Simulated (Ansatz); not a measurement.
Species: CH₆Cl₂OSi₂, net charge 0, singlet state. 
Coordinates optimised at B3LYP-D3(BJ)/def2-TZVP (Ansatz, an electronic-structure program):
SMILES: Cl[SiH](Cl)O[SiH2]C
```xyz
12

C     -2.4961    -0.6173     0.1888
Si    -1.7689     0.8393     1.0904
O     -0.1560     1.0012     0.7277
Si     1.0860     0.3490    -0.0540
Cl     0.6935     0.2709    -2.0692
Cl     1.4088    -1.5704     0.6052
H     -3.5574    -0.7203     0.4271
H     -2.4008    -0.4958    -0.8917
H     -1.9933    -1.5435     0.4733
H     -1.8725     0.6704     2.5563
H     -2.4287     2.1026     0.6950
H      2.2981     1.1374     0.1641
```
Charge 0, spin multiplicity 1.

Total electronic energies in hartree. Correlated levels leave the core frozen unless marked. No spin-orbit coupling. Non-relativistic. CBS(X,Y): correlation extrapolated as X^-3; Hartree-Fock from the larger set. [CCSD(T)-MP2]/basis is that difference in the basis named.

```
level                                                                 program  energy (Eh)
-------------------------------------------------------------  --------------  -----------
HF/6-31G                                                               Ansatz  -1613.01184
HF/cc-pV(T+d)Z                                                         Ansatz  -1613.44345
r2SCAN/def2-TZVPD                                                      Ansatz  -1616.46813
r2SCAN0-D4/def2-TZVPD                                          Ansatz + dftd4  -1616.44666
LC-wPBE-D3(BJ)/def2-TZVPD                                      Ansatz + dftd3          [?]
B2GP-PLYP/def2-TZVPD                                                   Ansatz  -1615.85683
B2PLYP/def2-TZVPD                                                      Ansatz  -1616.05071
RI-MP2/cc-pV(Q+d)Z                                                     Ansatz  -1614.58227
SCS-MP2/6-31G                                                          Ansatz  -1613.40562
CCSD/6-31G                                                             Ansatz  -1613.44826
CCSD/cc-pV(T+d)Z                                                       Ansatz  -1614.53811
CCSD/cc-pVTZ                                                           Ansatz  -1614.52324
CCSD/cc-pV(Q+d)Z                                                       Ansatz  -1614.64168
RI-MP2/CBS(cc-pV(T+d)Z,cc-pV(Q+d)Z)+[CCSD(T)-MP2]/cc-pV(T+d)Z          Ansatz   -1614.7576
CCSD(T)/CBS(cc-pV(T+d)Z,cc-pV(Q+d)Z)                                   Ansatz   -1614.7546
```

Task: Complete the blanks.

Result: 
- LC-wPBE-D3(BJ)/def2-TZVPD, energy (Eh): -1616.15448
